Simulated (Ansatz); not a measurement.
Cost and result for the atomization energy of FH$_{5}$OSSi$_{2}$, SMILES `O[SiH2][SiH](F)S` (10 atoms, 9 bonds).

Z-matrix (Å, degrees):
```
Si
Si 1 2.348
O 1 1.650 2 108.0
H 1 1.483 2 112.3 3 -117.3
H 1 1.491 2 108.5 3 122.1
S 2 2.136 1 103.9 3 -54.6
F 2 1.604 1 111.7 3 -175.1
H 2 1.484 1 115.5 3 63.0
H 3 0.960 1 116.8 2 45.3
H 6 1.343 2 95.9 1 150.5
```

Total charge 0; spin multiplicity 1. The geometry is a stationary point of PBE0-D4/def2-TZVP. It is one conformer, not always the lowest. Program: Ansatz. All runs use 4 threads of an Arm Neoverse V1 on a shared host. Times are those of one run each, without the atoms' runs, and a repeat can differ threefold. Electronic energies, without spin–orbit coupling; frozen cores. CCSD(T)/CBS adds CCSD(T) − MP2 in def2-TZVPP to the MP2 limit, and its time is that of the two runs behind it. T1 = 0.012. B3LYP takes the VWN-RPA correlation (the form of Gaussian; ORCA's B3LYP/G).

CCSD(T)/CBS is a level of theory with its own doubt, some kJ/mol a heavy atom from the limit and from the frozen cores, so smaller differences don't rank the functionals.

| level | functions | wall time |
| --- | --- | --- |
| PBE-D4/def2-TZVPP (with forces) | 258 | 2.8 s |
| PBE0-D4/def2-TZVPP | 258 | 3.9 s |
| r2SCAN-D4/def2-TZVPP (with forces) | 258 | 5.5 s |
| B3LYP-D4/def2-TZVPP (with forces) | 258 | 5.5 s |
| B2PLYP/def2-TZVPP | 258 | 6.5 s |
| ωB97X-V/def2-TZVPP | 258 | 9.5 s |
| ωB97M-V/def2-TZVPP (with forces) | 258 | 13 s |
| MP2/def2-QZVPP | 474 | 22 s |
| CCSD(T)/def2-TZVPP | 258 | 3.1 min |
| CCSD(T)/CBS(def2) | – | 3.4 min |

(1) What atomization energy does each give, and how far from CCSD(T)/CBS? (Estimate.)

Results:

(1) Computed: 
```
                             level  atomization (kcal/mol)  difference from CCSD(T)/CBS  per bond
   PBE-D4/def2-TZVPP (with forces)                   814.3                         -1.1      -0.1
                PBE0-D4/def2-TZVPP                   800.9                        -14.5      -1.6
r2SCAN-D4/def2-TZVPP (with forces)                   812.7                         -2.7      -0.3
 B3LYP-D4/def2-TZVPP (with forces)                   806.1                         -9.3      -1.0
                 B2PLYP/def2-TZVPP                   798.0                        -17.4      -1.9
                ωB97X-V/def2-TZVPP                   817.2                          1.8       0.2
  ωB97M-V/def2-TZVPP (with forces)                   813.4                         -2.0      -0.2
                    MP2/def2-QZVPP                   818.4                          3.0       0.3
                CCSD(T)/def2-TZVPP                   788.3                        -27.1      -3.0
                 CCSD(T)/CBS(def2)                   815.4                          0.0       0.0
```

In def2-TZVPP, CCSD(T) changes the Hartree–Fock value by +199.8 kcal/mol (the triples alone add +11.7 kcal/mol) and MP2 by +213.5 kcal/mol; breaking electron pairs costs correlation energy, which Hartree–Fock lacks. The D4 term adds +9.7 kcal/mol with B3LYP and +5.1 kcal/mol with PBE0; it sums over pairs of atoms, weighted by their polarisabilities, and B3LYP, whose exchange is more repulsive, gets the larger term. From PBE to PBE0 (25 % exact exchange), in def2-TZVPP and without D4, the atomization energy moves by −12.5 kcal/mol: exact exchange takes away binding that semilocal exchange gives to molecules.
